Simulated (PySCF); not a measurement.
PySCF 2.14 output of an unrestricted LDA calculation on a single atom or ion in aug-cc-pwCVDZ-PP with ECP28MDF, with a scalar-relativistic core potential:

```
SCF conv_tol = 1e-09
number electrons alpha = 10  beta = 7
    P. A. M. Dirac.,  Math. Proc. Cambridge Philos. Soc. 26, 376 (1930)
    F. Bloch.,  Z. Phys. 57, 545 (1929)
    S. H. Vosko, L. Wilk, and M. Nusair.,  Can. J. Phys. 58, 1200 (1980)
cycle= 1 E= -126.554510064095  delta_E= -0.00806  |g|= 0.127  |ddm|= 0.294
cycle= 2 E= -126.55296023517  delta_E= 0.00155  |g|= 0.153  |ddm|= 0.216
cycle= 3 E= -126.558708940387  delta_E= -0.00575  |g|= 0.00202  |ddm|= 0.117
cycle= 4 E= -126.558710354708  delta_E= -1.41e-06  |g|= 0.000216  |ddm|= 0.00226
cycle= 5 E= -126.558710369738  delta_E= -1.5e-08  |g|= 1.08e-05  |ddm|= 0.000209
cycle= 6 E= -126.558710369779  delta_E= -4.09e-11  |g|= 8.32e-07  |ddm|= 1.28e-05
converged SCF energy = -126.558710369779  <S^2> = 3.7501987  2S+1 = 4.0000993
```

The run itself started from symmetry-adapted Hartree-Fock orbitals and held the occupation by maximum overlap, on a logarithmic radial grid, so the iterations belong to that start.

Q: Which element, charge and spin multiplicity is this?

A: Pd⁺ (palladium, charge +1), multiplicity 4; the state was [Kr] 4d8 5p1, one real determinant (an excited configuration).

⟨L²⟩ = 14.01 against 20 for a pure G term, so this real determinant mixes terms. Energies and moments cover only the electrons outside the core potential.
